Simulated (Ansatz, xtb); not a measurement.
# C5H4O3S: 4 structures ranked

4 gas-phase structures of C5H4O3S, from a drawn sample of its isomers (lower ones may exist). Each was relaxed with GFN2-xTB:

A. `COC(=O)C(=C=S)C=O`, a singlet
B. `O=COc1ccoc1S`, a singlet
C. `O=C(O)c1ccc(S)o1`, a singlet
D. `O=C(O)c1coc(S)c1`, a singlet

Task: Which do you expect lowest at r2SCAN-D4/def2-SVP, and how would the others follow?

Result: Calculated order at r2SCAN-D4/def2-SVP: C (0.0), D (2.4), A (21.9), B (22.9) kcal/mol.

Energies above the lowest of each column, in kcal/mol; the last columns are at B3LYP/def2-SVP geometries and were run for some of them only (a dash: not run or not comparable):

```csv
structure,GFN2-xTB,HF/STO-3G,r2SCAN-D4/def2-SVP,B3LYP/def2-SVP,CCSD(T)/def2-SVP + ΔMP2/def2-TZVPP
C,0.0,0.0,0.0,0.0,0.0
D,1.0,0.3,2.4,1.3,0.1
A,34.6,42.0,21.9,19.5,22.6
B,9.6,8.4,22.9,–,–
```

Every level run on C puts it lowest or level with the lowest. Flexible structures stand in one conformer each, not always the lowest. Frequencies (GFN2-xTB) were run for A, C, D alone. The ΔMP2 step shifts differences by up to 3.9 kcal/mol, which makes them less sure. ΔMP2 is the change of the MP2 energy from the smaller to the larger basis.

Over these structures GFN2-xTB departs from r2SCAN-D4/def2-SVP by 6.9 kcal/mol on average once a common shift is removed. A GFN2-xTB relaxation took about 0.083 s and the r2SCAN-D4/def2-SVP energy about 2.6 s on a shared host (Ansatz 0.2.0, xtb 6.7.1).
